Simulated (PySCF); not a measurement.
Dipole moment and polarisability of `[SiH3]O[C@]12CC[C@H]1CC2`

C6H12OSi.
Geometry (PBE0-D3(BJ)/def2-SVP, Å), atoms numbered from 1 in this order:
```xyz
20
C6H12OSi angstrom
Si     3.3157    0.3331   -0.0956
O      1.8908   -0.1717    0.6091
C      0.6222    0.1658    0.1469
C      0.1582    1.6214    0.3638
C     -1.1217    1.1025    1.0629
C     -0.6591   -0.3533    0.8638
C     -1.1232   -0.9949   -0.4575
C      0.1561   -0.4917   -1.1690
H      3.4014   -0.1084   -1.5229
H      4.4116   -0.2869    0.6956
H      3.4421    1.8239   -0.0626
H      0.0237    2.2286   -0.5448
H      0.8302    2.1572    1.0491
H     -1.1920    1.4045    2.1174
H     -2.0732    1.3560    0.5715
H     -0.6019   -0.9967    1.7518
H     -1.1938   -2.0910   -0.4169
H     -2.0750   -0.6062   -0.8502
H      0.8277   -1.3097   -1.4662
H      0.0211    0.1836   -2.0280
```

Level: PBE0/def2-SVPD (PySCF), static field, nuclei fixed, core orbitals frozen in the response. The polarisability tensor in these axes (au):

```
x   108.01   1.93  -2.68
y     1.93  91.05   3.96
z    -2.68   3.96  88.43
```

What are the eigenvalues, a third of the trace, and Δα (Δα² = ½Σ(αi − αj)² over the three pairs)?

Principal values 85.09, 93.91 and 108.48 au; mean 95.83 au = 14.20 Å³ = 15.80 × 10⁻⁴⁰ C²·m²/J; Δα = 20.46 au (21 % of the mean).

What is the dipole moment, and where does it point?

(-0.65, 0.38, -0.52) D, 0.91 D in size, pointing from the negative to the positive side. Measured along this direction, the outermost atoms are H10 at the negative end and H18 and H15 at the positive end.

How large is μ²/3kT at 350 K beside α?

In Gaussian units μ²/3kT = 5.74 Å³ against 14.20 Å³, a ratio of 0.40; the Debye molar polarisation (4π/3)N_A(α + μ²/3kT) is 50.3 cm³/mol, leaving out the vibrational part.

Along which axes do the principal values lie, and how far do the nuclei extend along each?

Largest value along (0.99, 0.08, -0.12), where the nuclei span 6.27 Å; middle along (0.00, 0.81, 0.59), 4.32 Å; least along (0.14, -0.58, 0.80), 3.63 Å. The response follows the extents in order.

Rayleigh depolarisation ratio (linearly polarised light, static tensor)?

ρ = 3Δα²/(45ᾱ² + 4Δα²) = 1255.8/(413254 + 1674.4) = 0.00303.

Molar refractivity from α?

Lorentz–Lorenz: R = (4π/3)N_A α = 2.5225 cm³/(mol·Å³) × 14.20 Å³ = 35.8 cm³/mol, in the limit of long wavelengths.

Geometry: PBE0-D3(BJ)/def2-SVP, one conformer, isolated molecule.
